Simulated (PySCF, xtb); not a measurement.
GeS, SMILES [Ge]=[S] (connectivity only; charge and spin as stated), neutral, multiplicity 1.

Harmonic wavenumbers (cm⁻¹) from GFN2-xTB (xtb) at its own minimum, in rising order: 608.

Task: What does B3LYP-D3(BJ)/def2-TZVP run with PySCF 2.14.0 give at its own minimum? (An estimate is asked for; the answer gives what the named calculation found.)

Result: 575. Paired by order, the mean absolute difference is 33 cm⁻¹ and the zero-point energies are 0.9 and 0.8 kcal/mol.
